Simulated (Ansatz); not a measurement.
`FC[NH][AlH][SH]` + `[SiH3][SiH2][SiH3]` → `[SiH3][AlH][SH]` + `FCN[SiH2][SiH3]`  (redistribution)

Isolated molecules relaxed with PBE0-D4/def2-TZVP in Ansatz; ΔE leaves out vibrations. CBS: MP2 limit from def2 TZ/QZ plus the TZ coupled-cluster correction, frozen cores. Functionals use def2-TZVPP. B3LYP here is the variant with VWN-RPA as its local correlation; programs differ in this. One conformer a species, not always the lowest.

Question: Is it downhill or uphill in electronic energy at CCSD(T)/CBS, and by how much? (An estimate is asked.)

Answer: Computed: Uphill: ΔE = +0.54 eV.

Question: What do these levels give: PBE-D4, PBE0-D4, B3LYP-D4, HF/def2-QZVPP, SCS-MP2/def2-QZVPP, MP2/CBS(def2)? (An estimate is asked.)

Answer: Computed: PBE-D4 0.51, PBE0-D4 0.52, B3LYP-D4 0.52, HF/def2-QZVPP 0.49, SCS-MP2/def2-QZVPP 0.55, MP2/CBS(def2) 0.57 eV.

Largest T1 diagnostic among the species: 0.013.

In def2-TZVPP, CCSD(T) changes the Hartree–Fock value by +0.05 eV (the triples alone add +0.00 eV) and MP2 by +0.08 eV.
